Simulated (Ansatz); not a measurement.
Reaction (ligand exchange at the Si–C bond): `N[SiH2]C#C[SiH](N)O` + `[SiH3]S` → `N[SiH](O)S[SiH3]` + `C#C[SiH2]N`

Gas-phase electronic energies from Ansatz, PBE0-D4/def2-TZVP geometries. CCSD(T)/CBS is the MP2 limit (def2-TZVPP, def2-QZVPP) plus CCSD(T) − MP2 in def2-TZVPP, frozen cores. Functionals use def2-TZVPP. B3LYP here is the variant with VWN-RPA as its local correlation; programs differ in this. One conformer a species, not always the lowest.

`N[SiH2]C#C[SiH](N)O`:

Cartesian coordinates in Å:
```
N 2.190 -0.527 -2.902
Si 0.616 0.050 -2.550
C 0.163 0.053 -0.769
C -0.111 0.040 0.415
Si -0.512 0.007 2.203
N -1.790 1.120 2.373
O -0.904 -1.503 2.713
H 2.393 -1.507 -2.790
H 2.989 0.032 -2.649
H 0.520 1.452 -3.022
H -0.364 -0.821 -3.242
H 0.690 0.318 3.005
H -2.067 1.711 1.609
H -2.111 1.459 3.264
H -1.702 -1.884 2.342
```

`[SiH3]S`:

Z-matrix (Å, degrees):
```
Si
S 1 2.137
H 1 1.485 2 111.6
H 1 1.485 2 111.6 3 -122.0
H 1 1.482 2 104.8 3 119.0
H 2 1.344 1 94.7 3 60.9
```

`N[SiH](O)S[SiH3]`:

Z-matrix (Å, degrees):
```
Si
O 1 1.644
S 1 2.130 2 103.9
N 1 1.702 2 112.5 3 -121.6
H 1 1.483 2 111.5 3 119.8
H 2 0.959 1 116.5 3 -179.3
Si 3 2.140 1 98.4 2 40.5
H 4 1.007 1 121.7 2 66.6
H 4 1.007 1 119.8 2 -144.3
H 7 1.482 3 112.0 1 -80.8
H 7 1.485 3 105.8 1 160.3
H 7 1.485 3 110.6 1 42.0
```

`C#C[SiH2]N`:

```xyz
9

C    -0.652   -1.205    1.997
C    -0.209   -0.819    0.942
Si    0.455   -0.212   -0.659
N     0.045    1.403   -1.057
H    -1.042   -1.548    2.927
H    -0.088   -1.099   -1.715
H     1.931   -0.307   -0.577
H     0.463    2.162   -0.544
H    -0.903    1.626   -1.314
```

```csv
level,ΔE (kcal/mol)
PBE-D4,-7.7
B3LYP,-5.0
```

**Question.** What does CCSD(T)/CBS give? (An estimate is asked.)

**Answer.** The calculation gave: -7.5 kcal/mol. The listed levels differ from it by -0.2, 2.5 kcal/mol.

Largest T1 diagnostic among the species: 0.012.

The D4 term adds −1.9 kcal/mol with B3LYP and −1.0 kcal/mol with PBE0; it sums over pairs of atoms, weighted by their polarisabilities, and B3LYP, whose exchange is more repulsive, gets the larger term. In def2-TZVPP, CCSD(T) changes the Hartree–Fock value by −1.6 kcal/mol (the triples alone add −0.3 kcal/mol) and MP2 by −2.4 kcal/mol.
